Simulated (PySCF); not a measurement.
# Charge on either side of a bond

C4H6O2Si.
Numbering: `[CH:1]#[C:2][C:3](=[O:4])[O:5][SiH2:6][CH3:7]` (hydrogens: H8 on C1; H9, H10 on Si6; H11, H12, H13 on C7)

Structure used (GFN2-xTB), in Å, numbered top down from 1:
```xyz
13
C4H6O2Si angstrom
C      3.4546    1.2651   -0.0350
C      2.5605    0.4866   -0.2203
C      1.5037   -0.4711   -0.4443
O      1.6938   -1.6067   -0.7923
O      0.3054    0.0426   -0.2213
Si    -1.0886   -0.8549   -0.4150
C     -2.4081    0.4213    0.0339
H      4.2366    1.9475    0.1307
H     -1.1620   -1.2951   -1.8060
H     -1.0445   -1.9833    0.5116
H     -2.4048    1.2609   -0.6555
H     -3.3927   -0.0319    0.0009
H     -2.2582    0.8195    1.0335
```

Atomic charges (e) from the PBE0/pcSseg-1 density (PySCF):

```json
{"atom": "C1", "Mulliken": "-0.2074", "IAO": "-0.1643", "Hirshfeld": "-0.0592", "ESP-fitted": "-0.2300"}
{"atom": "C2", "Mulliken": "+0.2840", "IAO": "-0.0637", "Hirshfeld": "-0.0490", "ESP-fitted": "-0.2736"}
{"atom": "C3", "Mulliken": "+0.3805", "IAO": "+0.5220", "Hirshfeld": "+0.2219", "ESP-fitted": "+0.9404"}
{"atom": "O4", "Mulliken": "-0.3792", "IAO": "-0.4279", "Hirshfeld": "-0.2375", "ESP-fitted": "-0.5561"}
{"atom": "O5", "Mulliken": "-0.5700", "IAO": "-0.5694", "Hirshfeld": "-0.1815", "ESP-fitted": "-0.5178"}
{"atom": "Si6", "Mulliken": "+0.7981", "IAO": "+0.9986", "Hirshfeld": "+0.4156", "ESP-fitted": "+0.8130"}
{"atom": "C7", "Mulliken": "-0.6340", "IAO": "-0.7321", "Hirshfeld": "-0.2126", "ESP-fitted": "-0.6715"}
{"atom": "H8", "Mulliken": "+0.0679", "IAO": "+0.2136", "Hirshfeld": "+0.1072", "ESP-fitted": "+0.2874"}
{"atom": "H9", "Mulliken": "-0.0876", "IAO": "-0.1326", "Hirshfeld": "-0.0740", "ESP-fitted": "-0.1498"}
{"atom": "H10", "Mulliken": "-0.0879", "IAO": "-0.1330", "Hirshfeld": "-0.0741", "ESP-fitted": "-0.1491"}
{"atom": "H11", "Mulliken": "+0.1483", "IAO": "+0.1644", "Hirshfeld": "+0.0487", "ESP-fitted": "+0.1746"}
{"atom": "H12", "Mulliken": "+0.1387", "IAO": "+0.1592", "Hirshfeld": "+0.0453", "ESP-fitted": "+0.1575"}
{"atom": "H13", "Mulliken": "+0.1487", "IAO": "+0.1652", "Hirshfeld": "+0.0490", "ESP-fitted": "+0.1749"}
```

**Question.** Cut each of the bonds C1–C2, C2–C3, C3–O5, O5–Si6 and C7–Si6 in turn and sum the charges on the side of the atom named first.

**Answer.** In e; the other side holds the opposite charge:

```json
{"bond cut": "C1–C2", "piece": "CH", "atoms": "2", "Mulliken": "-0.140", "IAO": "+0.049", "Hirshfeld": "+0.048", "ESP-fitted": "+0.057"}
{"bond cut": "C2–C3", "piece": "C2H", "atoms": "3", "Mulliken": "+0.144", "IAO": "-0.014", "Hirshfeld": "-0.001", "ESP-fitted": "-0.216"}
{"bond cut": "C3–O5", "piece": "C3HO", "atoms": "5", "Mulliken": "+0.146", "IAO": "+0.080", "Hirshfeld": "-0.017", "ESP-fitted": "+0.168"}
{"bond cut": "O5–Si6", "piece": "C3HO2", "atoms": "6", "Mulliken": "-0.424", "IAO": "-0.490", "Hirshfeld": "-0.198", "ESP-fitted": "-0.350"}
{"bond cut": "C7–Si6", "piece": "CH3", "atoms": "4", "Mulliken": "-0.198", "IAO": "-0.243", "Hirshfeld": "-0.070", "ESP-fitted": "-0.165"}
```

Extremes among these pieces. Mulliken: lowest C3HO2 at O5, highest C3HO at C3; IAO: lowest C3HO2 at O5, highest C3HO at C3; Hirshfeld: lowest C3HO2 at O5, highest CH at C1; ESP-fitted: lowest C3HO2 at O5, highest C3HO at C3.

**Question.** Do the schemes agree better on the pieces than on the single atoms at the cuts?

**Answer.** The spread between schemes averages 0.242 e for the pieces and 0.471 e for the atoms named first; it is smaller for the piece at 4 of the 5 cuts. On average they agree better on the pieces. The sign differs between schemes (beyond ±0.03 e) for CH at C1 and C2H at C2.

One conformer (not necessarily the lowest) at the GFN2-xTB geometry, without solvent, vibrations or thermal averaging.
